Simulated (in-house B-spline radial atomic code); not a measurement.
Settings and results of a run for Mn3+ (an excited or competing configuration). Method: scalar-relativistic (X2C) CAM-B3LYP, spin-polarised, spherical fractional occupations, exact exchange averaged over the configuration, Fermi nucleus of rms radius 3.7057 fm. Calculated with an all-electron radial atomic-structure program (B-spline basis).

Command:
```bash
python run_scf.py task.json out
```
Settings (nuclear radius in fm, mass in u):
```
Z                25
configuration    [Ne] 3s2 3p5 3d4 4f1
hamiltonian      x2c
method           camb3lyp
spin_polarised   True
nucleus          fermi
rms_radius       3.7057
atomic_mass      54.93804
speed_of_light   137.035999084
exact_exchange   averaged over the configuration
```

Output (hartree, bohr):
```
 radial grid: 70 intervals, B-splines of order 8, outer radius 28.1081 bohr

 iter        energy (Eh)    residual
    1       -1139.710484    6.68e-01
    2       -1149.063265    4.61e-01
    3       -1153.140807    1.27e-01
    4       -1153.466194    2.56e-02
    5       -1153.480484    1.87e-02
    6       -1153.486538    1.73e-03
    7       -1153.486577    9.43e-05
    8       -1153.486577    1.08e-05
    9       -1153.486577    3.50e-07
   10       -1153.486577    6.31e-09

 total energy                     -1153.48658
 kinetic                            1168.2365
 electron-nucleus                  -2715.6111
 Hartree                             444.5348
 exact exchange                      -10.8997
 exchange-correlation                -39.7470

 orbital      occ     eigenvalue          <r>       <r^2>       <1/r>       r_max
 1s up      1.000      -239.5427    0.0605912   0.0049501     25.2442     0.03953
 1s down    1.000      -239.5219    0.0605865  0.00494926     25.2456     0.03953
 2s up      1.000       -29.8754     0.279129   0.0921035     5.35468      0.2323
 2s down    1.000       -29.7682     0.278456   0.0916036      5.3665      0.2321
 2p up      3.000       -25.6226     0.247027    0.075082     5.20702      0.1881
 2p down    3.000       -25.5206     0.246386   0.0746277     5.21641       0.188
 3s up      1.000        -5.3455     0.830206    0.791614     1.71084      0.7286
 3s down    1.000        -5.0325     0.837737    0.807467     1.69272      0.7305
 3p up      3.000        -4.1352     0.866069    0.875975     1.58316      0.7399
 3p down    2.000        -3.8381     0.878603    0.904355      1.5609      0.7433
 3d up      4.000        -2.2401     0.953037     1.11229     1.32366      0.7128
 4f up      1.000        -0.4890      4.21243      19.939    0.272051       3.755
```

Time taken, with all properties: 0.93 s on 1 thread of AMD EPYC 7R43 64-Core Processor, on a shared host.
